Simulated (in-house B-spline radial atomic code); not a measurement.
Settings and results of a run for Pb XVIII (Pb17+). Level of theory: Dirac-Kohn-Sham LC-wPBE, spherical fractional occupations, Fermi nucleus of rms radius 5.5012 fm; calculated with an all-electron radial atomic-structure program (B-spline basis).

Command:
```bash
python run_scf.py task.json out
```
Settings (nuclear radius in fm, mass in u):
```
Z                82
configuration    [Kr] 4d10 4f14 5s2 5p3
hamiltonian      dirac
method           lc_wpbe
spin_polarised   False
nucleus          fermi
rms_radius       5.5012
atomic_mass      207.97665
speed_of_light   137.035999084
```

Output (hartree, bohr):
```
 radial grid: 63 intervals, B-splines of order 8, outer radius 8.1921 bohr

 iter        energy (Eh)    residual
    1      -20696.648020    3.28e+00
    2      -20768.832453    2.67e+00
    3      -20818.392629    5.73e-01
    4      -20820.975877    1.31e-01
    5      -20821.054185    5.92e-02
    6      -20821.080929    1.92e-02
    7      -20821.083998    2.58e-04
    8      -20821.083998    2.23e-05
    9      -20821.083998    8.94e-07
   10      -20821.083998    4.83e-08

 total energy                    -20821.08400
 kinetic                           24225.7176
 electron-nucleus                 -51793.9490
 Hartree                            7122.9152
 exact exchange                      -14.2396
 exchange-correlation               -361.5282

 first-order corrections (not in the total)
   Gaunt                            27.6504
   retardation                      -2.9290
   frequency dependence             -0.5555
   self-energy                      21.0051
   Uehling                          -4.4609
   Wichmann-Kroll                    0.2052
   recoil                            0.0328

 orbital      occ     eigenvalue          <r>       <r^2>       <1/r>       r_max    small
 1s1/2      2.000     -3245.0427    0.0160565  0.00035753     101.254    0.009845  9.78e-02
 2s1/2      2.000      -591.4080    0.0669096  0.00536461     25.0476     0.05738  2.26e-02
 2p1/2      2.000      -568.7408    0.0548702  0.00377371     25.0096     0.04198  2.27e-02
 2p3/2      4.000      -488.2708    0.0637848  0.00495465     19.9677     0.04969  1.99e-02
 3s1/2      2.000      -152.3130     0.173874   0.0347277     9.19187      0.1614  7.60e-03
 3p1/2      2.000      -142.0348     0.164312   0.0315413     9.10552      0.1503  7.55e-03
 3p3/2      4.000      -124.0576     0.180556   0.0378611     7.78674      0.1659  6.76e-03
 3d3/2      4.000      -107.1041      0.15681   0.0288611     7.68694      0.1288  6.65e-03
 3d5/2      6.000      -103.2739     0.161734   0.0305727     7.39315       0.133  6.43e-03
 4s1/2      2.000       -44.8481     0.383045    0.165696     3.91282      0.3623  2.63e-03
 4p1/2      2.000       -40.3790     0.383951    0.167787     3.80537      0.3598  2.54e-03
 4p3/2      4.000       -35.9490     0.417641     0.19808     3.35296      0.3911  2.24e-03
 4d3/2      4.000       -28.6430     0.420897    0.204252      3.1626      0.3819  2.04e-03
 4d5/2      6.000       -27.8090     0.431455    0.214364     3.06135      0.3913  1.96e-03
 4f5/2      6.000       -18.3167     0.436951    0.225545     2.75207      0.3447  1.63e-03
 4f7/2      8.000       -18.1227     0.442342    0.230945     2.71469       0.349  1.60e-03
 5s1/2      2.000       -17.7265     0.795157    0.703757      1.7603      0.7635  8.43e-04
 5p1/2      1.000       -15.8283      0.82698    0.763417     1.67312        0.79  7.82e-04
 5p3/2      2.000       -14.7372     0.884383    0.872163     1.53051      0.8494  7.10e-04
```

Cost of the run: 5.2 s on 1 thread of Arm Neoverse V1, with other jobs on the host.

For the Dirac Hamiltonian the kinetic term is c α·p + (β - 1)c².

Caution: exact exchange at fractional occupations of open shells leaves self-interaction of up to several eV.
